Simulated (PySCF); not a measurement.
A GIAO shielding run with PySCF 2.14 (density fitting, non-relativistic, gas phase) on SMILES CC(C)(C)[SiH]1OCCO1, C6H14O2Si:

```
$ OMP_NUM_THREADS=1 python probes_run.py task.json out

{"job": {"kind": "nmr", "xc": "PBE0", "basis": "pcSseg-1"}, "charge": 0, "multiplicity": 1}
C     -1.953302     1.291214    -0.019577
C     -1.191947    -0.031382     0.056388
C     -1.939019    -0.979173     0.992265
C     -1.125898    -0.654211    -1.341233
Si     0.543815     0.288820     0.755935
O      1.421162     1.273505    -0.222150
C      2.735606     0.814841    -0.317352
C      2.737553    -0.694594    -0.002125
O      1.567181    -0.994863     0.700529
H     -1.436726     1.992087    -0.669727
H     -2.035066     1.741243     0.966691
H     -2.958689     1.131391    -0.408133
H     -1.412816    -1.926165     1.079777
H     -2.942977    -1.173961     0.615824
H     -2.024603    -0.546359     1.986006
H     -0.603538    -1.608520    -1.310931
H     -0.603765     0.006612    -2.030285
H     -2.131441    -0.825745    -1.725768
H      0.538084     0.803201     2.127841
H      3.108083     1.022020    -1.322446
H      3.352171     1.351170     0.411015
H      3.600436    -0.967115     0.610069
H      2.750942    -1.287030    -0.922534
```

Hardware: 1 thread of an Arm Neoverse V2, shared host. The job also computes population analyses, field gradients, ring-centre shieldings.

(1) How large is the calculation?

(2) How long does it take, and how much memory does it need?

Answers

(1) 80 electrons, 230 basis functions and 1213 auxiliary functions.

(2) 37 s of wall time, with 13 SCF cycles and 4 response iterations; peak memory 1.1 GiB. Times on a shared host scatter by some tens of per cent.
